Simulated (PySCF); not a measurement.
Al(OMe)3, C₃H₉AlO₃, SMILES C[O][Al]([O]C)[O]C, singlet at its GFN2-xTB optimised geometry (Å):

```
16

Al    -0.2756     0.2314     0.0000
O      1.3824     0.2314     0.0000
C      2.6010     0.9176    -0.0003
H      2.4537     1.9991    -0.0009
H      3.1708     0.6393     0.8907
H      3.1710     0.6383    -0.8908
O     -1.1039    -1.2048     0.0000
C     -1.1177    -2.6033     0.0006
H     -1.6513    -2.9572     0.8871
H     -1.6363    -2.9585    -0.8944
H     -0.1072    -3.0156     0.0093
O     -1.1045     1.6671     0.0000
C     -2.3070     2.3813     0.0000
H     -3.1710     1.7144    -0.0018
H     -2.3502     3.0130     0.8916
H     -2.3486     3.0156    -0.8899
```

Method: PySCF 2.14.0 with CAM-B3LYP/def2-TZVP. Cells within 0.4 Å of a nucleus heavier than hydrogen are left out (blank, or x).

Map of the HOMO amplitude (bohr^(-3/2)), clipped to [-0.25, 0.25] on the plane z = 0.0 Å; orbital energy -9.22 eV, overall sign arbitrary:

```
|66666666666666666666666666666|
|66666666666666666666666666666|
|66666666666666666666666666666|
|66666666666666666666556666666|
|66666666666666566555555566666|
|66666666666655555555555556666|
|66555566766555555555555555666|
|65555555x76545555555555555666|
|65555544xx5334555555445555666|
|65555433566x03455554335555666|
|65555434579xx4566665445556666|
|65555545679965667776xx5666666|
|65555555667776678997xx7666666|
|6555555566666xx68xx5677666666|
|6655555555566xx65xx3566666666|
|66665555554566664223556666666|
|66666555542377765444556666666|
|66666555530xx8765555556666666|
|66666655543x98665555556666666|
|66666655555676655555566666666|
|66666666667x55555555566666666|
|66666666667xx3455555666666666|
|66666666666543345555666666666|
|66666666666554455555666666666|
|66666666666555555555666666666|
|66666666666555555556666666666|
|66666666666655555566666666666|
|66666666666665555666666666666|
|66666666666666666666666666666|
```
Scale: ten equal steps from -0.250 (start of '0') to 0.164 (end of '9'), in the order '0123456789'; x runs from -5.50 to 5.50, y from -5.50 (bottom) to 5.50 (top).
